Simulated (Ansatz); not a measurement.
Species: InF, charge 0, singlet. InF (SMILES [F][In]).
B3LYP-D3(BJ)/def2-TZVP minimum from Ansatz (a quantum-chemistry and plane-wave program):
```xyz
2

In     0.0000     0.0000    -0.3120
F      0.0000     0.0000     1.6989
```
Charge 0, spin multiplicity 1.

Total energies in def2-QZVPP, 10 correlated electrons, 10 frozen orbitals. Open shells are spin-unrestricted; no spin-orbit coupling. Cores are frozen in correlated methods (noble-gas shells, and filled d and f shells in the p block). Past Kr the def2 sets carry scalar-relativistic core potentials. Spin-orbit terms, left out, reach several kcal/mol for Br and I, and more for heavier atoms.

```tsv
method	program	energy (Eh)	minus CCSDT(Q) (mEh)
HF	Ansatz	-288.76193	348.89
MP2	Ansatz	-289.09745	13.38
CCSD	Ansatz	-289.09887	11.95
CCSD(T)	Ansatz	-289.11029	0.53
CCSDT(Q)	Ansatz	-289.11082	0.00
```

Rough core times of Ansatz's runs on a shared machine: CCSD(T) under 20 s, CCSDT(Q) 3 min.
